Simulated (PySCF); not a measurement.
Molfile (atoms numbered from 1):
```
C4H11BO4Si
     RDKit          3D

 21 20  0  0  0  0  0  0  0  0999 V2000
   -3.0251    0.9041   -0.8583 C   0  0  0  0  0  0  0  0  0  0  0  0
   -1.9093    1.2079   -0.0589 O   0  0  0  0  0  0  0  0  0  0  0  0
   -1.1011    0.2511    0.4518 B   0  0  0  0  0  0  0  0  0  0  0  0
    0.1485    0.7537    1.3084 C   0  0  0  0  0  0  0  0  0  0  0  0
    1.3172    0.9985    0.4110 C   0  0  0  0  0  0  0  0  0  0  0  0
    1.7309    2.0736    0.0552 O   0  0  0  0  0  0  0  0  0  0  0  0
    1.8947   -0.1375   -0.0283 O   0  0  0  0  0  0  0  0  0  0  0  0
    3.2170    0.0720   -1.1086 Si  0  0  0  0  0  4  0  0  0  0  0  0
   -1.3907   -1.0523    0.2104 O   0  0  0  0  0  0  0  0  0  0  0  0
   -0.6448   -2.1331    0.7086 C   0  0  0  0  0  0  0  0  0  0  0  0
   -3.4509   -0.0803   -0.6116 H   0  0  0  0  0  0  0  0  0  0  0  0
   -2.7443    0.9041   -1.9243 H   0  0  0  0  0  0  0  0  0  0  0  0
   -3.7864    1.6820   -0.7021 H   0  0  0  0  0  0  0  0  0  0  0  0
    0.4282   -0.0005    2.0588 H   0  0  0  0  0  0  0  0  0  0  0  0
   -0.1088    1.7003    1.7987 H   0  0  0  0  0  0  0  0  0  0  0  0
    3.6086   -1.3328   -1.4048 H   0  0  0  0  0  0  0  0  0  0  0  0
    2.7783    0.7563   -2.3526 H   0  0  0  0  0  0  0  0  0  0  0  0
    4.3345    0.7862   -0.4384 H   0  0  0  0  0  0  0  0  0  0  0  0
   -0.8265   -2.2796    1.7871 H   0  0  0  0  0  0  0  0  0  0  0  0
   -0.9687   -3.0432    0.1839 H   0  0  0  0  0  0  0  0  0  0  0  0
    0.4344   -1.9939    0.5432 H   0  0  0  0  0  0  0  0  0  0  0  0
  1  2  1  0
  2  3  1  0
  3  4  1  0
  4  5  1  0
  5  6  2  0
  5  7  1  0
  7  8  1  0
  3  9  1  0
  9 10  1  0
  1 11  1  0
  1 12  1  0
  1 13  1  0
  4 14  1  0
  4 15  1  0
  8 16  1  0
  8 17  1  0
  8 18  1  0
 10 19  1  0
 10 20  1  0
 10 21  1  0
M  END
```

[PySCF: geometry: PBE0-D3(BJ)/def2-SVP; shielding tensors at CAM-B3LYP/pcSseg-1 (GIAO); no solvent model; one averaged value for each set of equivalent atoms; non-relativistic Hamiltonian; single conformer]

δ = σ(ref) − σ, references computed at the same level: $^{13}$C (182.45 ppm), $^{1}$H (31.33 ppm), $^{29}$Si (343.41 ppm) vs TMS; H2O for $^{17}$O (338.55 ppm); $^{11}$B (99.35 ppm) against BF3·OEt2.

```
                  atoms    nucleus  count  δ (ppm)
                     O7   $^{17}$O      1    203.5
                H14/H15    $^{1}$H      2     1.94
                  O2/O9   $^{17}$O      2    109.1
H11/H12/H13/H19/H20/H21    $^{1}$H      6     3.81
                     C5   $^{13}$C      1    182.5
                    Si8  $^{29}$Si      1    -37.7
                 C1/C10   $^{13}$C      2        ?
            H16/H17/H18    $^{1}$H      3     4.64
                     O6   $^{17}$O      1    468.4
                     C4   $^{13}$C      1        ?
                     B3   $^{11}$B      1        ?
```

Estimate the values marked ?.

## Answers


- C1/C10: 52.7 ppm, methyl carbon bonded to O; the inductive effect lowers its shielding
- C4: 25.7 ppm, sp3 CH2 bonded to B, α to a carbonyl; α to the electron-withdrawing carbonyl group
- B3: 28.0 ppm, boron bonded to C, 2 O

A carbon bonded to boron is broadened by the quadrupolar boron nucleus and is often missing from a measured spectrum. Shifts are as computed, not scaled to solution data. Of 1313 compounds with measured shifts, 239 miss one by over three times the rms of a fit or turn the order of signals round; such compounds aren't used in these exercises. Unscaled 17O shifts of doubly bonded oxygen tend to come out too high, by tens of ppm or more. Experimental scales use liquid or dissolved standards, which lie at an offset from isolated H2O (liquid H2O: subtract about 36 ppm).
